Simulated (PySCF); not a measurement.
## Excitation energy of Si⁺ by level of theory

Si⁺ [Ne] 3s2 3p1 (2P) → Si⁺ [Ne] 3s1 3p2 (4P), as a difference of total energies. All numbers are calculated (PySCF 2.14, scalar relativity by spin-free X2C-1e, in x2c-TZVPPall). Correlated levels: valence and next inner shell: 1s2 frozen. The calculations carry no spin-orbit coupling.

| method | excitation energy (eV) | error (eV) |
| --- | --- | --- |
| UHF | 3.940 | -1.368 |
| MP2 (valence and next inner shell) | 4.968 | -0.340 |
| SCS-MP2 (valence and next inner shell) | 5.265 | -0.043 |
| CCSD (valence and next inner shell) | 5.215 | -0.093 |
| CCSD(T) (valence and next inner shell) | 5.264 | -0.044 |

Reference: 5.308 eV (measured; NIST levels, between the centres of gravity of the two terms).

Errors of the correlated levels include the incompleteness of this basis and the frozen core.
